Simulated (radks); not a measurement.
Values are calculated unless marked as measured or tabulated.
Effect of the nuclear size on neutral sulfur, [Ne] 3s2 3p4. Level of theory: Dirac Kohn-Sham, LDA (Slater exchange, Perdew-Wang correlation), spin-unpolarised, spherical densities, finite nucleus; open shells are shared between the two j in proportion to 2j + 1; Fermi nuclear charge, rms radius 3.2611 fm (a radial shooting solver on a logarithmic mesh with Libxc functionals). The rms radius is varied about that value; shifts are against it.

| rms radius (fm) | total energy shift (eV) | density at nucleus (e/bohr^3) | 1s1/2 shift (meV) | 2s1/2 shift (meV) |
|---|---|---|---|---|
| 2.8209 | -0.00254 | 2930 | -1.07 | -0.075 |
| 2.9383 | -0.00190 | 2928 | -0.798 | -0.056 |
| 3.2611 | 0 | 2922 | 0.000 | 0.000 |
| 3.4829 | 0.00142 | 2919 | 0.596 | 0.042 |
| 3.6524 | 0.00256 | 2917 | 1.08 | 0.076 |

Slopes of the eigenvalues against <r^2> in GHz/fm^2, as finite differences over the two radii next to the reference (eigenvalue slopes, not the field-shift constants of lines): 1s1/2 96.4, 2s1/2 6.79.
